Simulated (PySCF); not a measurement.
# SrCl⁺: frontier orbitals

RHF at R = 2.504 Å; basis Sr def2-SVP with ECP28, Cl def2-SVP; scalar-relativistic core potentials; PySCF 2.14. State: ¹Σ⁺ (singlet), closed shell. Only the outer orbitals are listed, counted within each symmetry, core potentials removing the inner ones.

```json
{"orbital": "4σ", "occ.": "2", "ε (eV)": "-59.34", "on Sr (%)": "100", "main shells (%)": "100 Sr s"}
{"orbital": "5σ", "occ.": "2", "ε (eV)": "-36.36", "on Sr (%)": "92", "main shells (%)": "92 Sr p"}
{"orbital": "2π", "occ.": "2", "ε (eV)": "-36.10", "on Sr (%)": "100", "main shells (%)": "100 Sr p"}
{"orbital": "2π", "occ.": "2", "ε (eV)": "-36.10", "on Sr (%)": "100", "main shells (%)": "100 Sr p"}
{"orbital": "6σ", "occ.": "2", "ε (eV)": "-30.96", "on Sr (%)": "10", "main shells (%)": "90 Cl s"}
{"orbital": "7σ", "occ.": "2", "ε (eV)": "-15.74", "on Sr (%)": "14", "main shells (%)": "85 Cl p"}
{"orbital": "3π", "occ.": "2", "ε (eV)": "-15.22", "on Sr (%)": "7", "main shells (%)": "92 Cl p"}
{"orbital": "3π", "occ.": "2", "ε (eV)": "-15.22", "on Sr (%)": "7", "main shells (%)": "92 Cl p"}
{"orbital": "8σ", "occ.": "0", "ε (eV)": "-5.10", "on Sr (%)": "99", "main shells (%)": "82 Sr s, 15 Sr p"}
{"orbital": "4π", "occ.": "0", "ε (eV)": "-3.39", "on Sr (%)": "100", "main shells (%)": "74 Sr p, 26 Sr d"}
{"orbital": "4π", "occ.": "0", "ε (eV)": "-3.39", "on Sr (%)": "100", "main shells (%)": "74 Sr p, 26 Sr d"}
```

Problem. Which are the highest filled and the lowest empty level, where do they sit, and how wide is the gap?

Solution. Highest filled 3π at -15.22 eV (in %: 92 Cl p); lowest empty 8σ at -5.10 eV (in %: 82 Sr s, 15 Sr p); the gap at RHF is 10.12 eV.

```json
{"bond order (Mayer)": "1.08", "⟨S²⟩": "0.000", "charge on Sr (Mulliken, basis-dependent)": "1.40", "charge on Sr (Löwdin, basis-dependent)": "1.10", "dipole moment (positive dipole points towards Cl; it is taken about the centre of mass and depends on that origin)": "-10.68 D", "polarisability along the bond": "35.4 bohr³", "polarisability across the bond": "17.6 bohr³"}
```
